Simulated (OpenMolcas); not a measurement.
Zn I: effect of the active space

| Item | Value |
| --- | --- |
| Program | OpenMolcas 26.06 |
| Method | SS-CASPT2 or its RAS form, IPEA 0.25 Eh, imaginary shift 0.1 Eh |
| Basis | ANO-RCC-VDZ |
| Scalar Hamiltonian | DKH2, point nucleus |
| Spin-orbit coupling | RASSI with atomic mean-field integrals over the reference wave functions, term energies averaged over their components |

A. 2 electrons in 4 orbitals (4s 4p); 2S+1 = 3 even, 3 roots (0 in the spin-orbit step); 2S+1 = 1 even, 1 root; 2S+1 = 3 odd, 3 roots; 2S+1 = 1 odd, 3 roots; closed shells correlated: 3d; CASPT2 step roughly 1.1 core-seconds
B. 2 electrons in 8 orbitals (4s 4p 5s 5p); 2S+1 = 3 even, 3 roots (0 in the spin-orbit step); 2S+1 = 1 even, 1 root; 2S+1 = 3 odd, 3 roots; closed shells correlated: 3d; CASPT2 step of the order of 0.7 core-seconds
C. 2 electrons in 9 orbitals (RAS2 4s 4p; RAS3 4d, at most 2 electrons); 2S+1 = 3 even, 3 roots (0 in the spin-orbit step); 2S+1 = 1 even, 1 root; 2S+1 = 3 odd, 3 roots; closed shells correlated: 3d; CASPT2 step roughly 2 core-seconds

Energies in cm⁻¹ above 4s² ¹S₀, the measured ground level; measured values from NIST Handbook of Basic Atomic Spectroscopic Data.

| Level | A | B | C | Measured |
| --- | --- | --- | --- | --- |
| 4s² ¹S₀ | 0.0 | 0.0 | 0.0 | 0.0 |
| 4s 4p ³P°₀ | 29718 | 29710 | 29645 | 32311 |
| 4s 4p ³P°₁ | 29874 | 29868 | 29803 | 32501 |
| 4s 4p ³P°₂ | 30188 | 30184 | 30120 | 32890 |

Deviations, from unrounded energies. A percentage is the sum of absolute deviations over the sum of measured energies, with the sign that they share, or ± where signs differ.

| Against measurement | Levels | A | B | C |
| --- | --- | --- | --- | --- |
| mean absolute deviation (cm-1) | 3 | 2600 | 2600 | 2700 |
| other configurations (%) | 3 | -8.1 | -8.1 | -8.3 |

A, B, C lie about equally close to measurement. The largest miss of A in the table is 4s 4p ³P°₂, by -2700 cm-1. The ranking rests on the paired levels alone, and a cruder setting can come out closer through cancelling errors.

Among A to C the level of the table that moves most is 4s 4p ³P°₀, by 73 cm-1 (lowest in C, highest in A).

Some high roots are left out of the spin-orbit mixing, which shifts the levels that they would mix with. Active for correlation alone: 5p 5s; no level in the range computed is led by a configuration that fills them, so any true level of that kind is missing (holds for B). Active for correlation alone: 4d; no level in the range computed is led by a configuration that fills it, so any true level of that kind is missing (holds for C). Measured partners are found by configuration, term and J. A level has none where our copy of the source lacks it or the pairing is in doubt (some pairs that miss far off the trend of their configuration count as doubtful), and it then counts in no deviation. Levels of configurations outside the active space are missing. Levels that lie high or do not pair safely by name in every column are left out.

° marks odd parity.
